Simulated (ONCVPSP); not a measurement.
Ge, ONCV: configuration errors across variants

```json
{"Element": "germanium (Ge)", "Generator": "ONCVPSP 4.0.1", "Type": "optimised norm-conserving Vanderbilt (ONCV)", "Functional": "PBEsol", "Relativity": "fully relativistic", "Frozen core": "[Ne]", "Valence charge": "22", "Reference configuration": "3s2 3p6 3d10 4s1.5 4p2.5", "Partial waves": "3s+4s: rc 1.00 bohr, ncon 5, nbas 9, qcut 12.2 1/bohr, 2 projectors; 3p+4p: rc 0.95 bohr, ncon 4, nbas 7, qcut 18.4 1/bohr, 2 projectors; 3d: rc 0.65 bohr, ncon 5, nbas 9, qcut 14.6 1/bohr, 2 projectors, debl 3.5 Ha", "Local potential": "polynomial inside 0.40 bohr (lpopt 5, dvloc0 0 Ha)", "Core correction": "Teter function, fcfact 4, rcfact 1.2"}
```

Open shells are filled in proportion to 2j + 1.

All-electron excitation energies from the reference (eV): (1) 3s2 3p6 3d10 4s2 4p2 -3.956; (2) 3s2 3p6 3d10 4s2 4p1 3.500; (3) 3s2 3p6 3d10 4s2 4p0 18.952; (4) 3s2 3p6 3d10 4s1 4p3 4.022.

Errors AE − PS in meV (a dash: test not solved or not reliable):

```tsv
change	(1)	(2)	(3)	(4)	bound ghosts	GHOST(+) flags above zero
base	0.0	+0.6	+1.9	0.0	none	s, d5/2, d3/2
all radii but the core radius scaled by about 0.80 (s 0.80, p 0.76, d 0.52 bohr); local potential polynomial inside 0.32 bohr (lpopt 5, dvloc0 0 Ha)	+0.2	+1.0	+2.4	-0.2	none	s
all radii but the core radius scaled by about 0.95 (s 0.96, p 0.90, d 0.62 bohr); local potential polynomial inside 0.38 bohr (lpopt 5, dvloc0 0 Ha)	-0.1	+0.7	+2.0	+0.1	none	s, d5/2, d3/2
all radii but the core radius scaled by about 1.04 (s 1.04, p 0.98, d 0.68 bohr); local potential polynomial inside 0.42 bohr (lpopt 5, dvloc0 0 Ha)	0.0	+0.6	+1.9	0.0	none	s
all radii but the core radius scaled by about 1.10 (s 1.10, p 1.04, d 0.72 bohr); local potential polynomial inside 0.44 bohr (lpopt 5, dvloc0 0 Ha)	0.0	+0.6	+1.7	0.0	none	s
all radii but the core radius scaled by about 1.16 (s 1.16, p 1.10, d 0.76 bohr); local potential polynomial inside 0.46 bohr (lpopt 5, dvloc0 0 Ha)	0.0	+0.6	+1.6	-0.1	none	s
all radii but the core radius scaled by about 1.25 (s 1.24, p 1.18, d 0.82 bohr); local potential polynomial inside 0.50 bohr (lpopt 5, dvloc0 0 Ha)	0.0	+0.4	+1.4	-0.1	none	s
all radii but the core radius scaled by about 1.32 (s 1.32, p 1.26, d 0.86 bohr); local potential polynomial inside 0.52 bohr (lpopt 5, dvloc0 0 Ha)	0.0	+0.4	+1.2	-0.2	none	s
```

Task: Give the same row for: all radii but the core radius scaled by about 0.85 (s 0.84, p 0.80, d 0.56 bohr); local potential polynomial inside 0.34 bohr (lpopt 5, dvloc0 0 Ha).

Result: -0.1, +0.7, +2.1, +0.1; bound ghosts: none; GHOST(+) flags above zero: s, d5/2, d3/2.
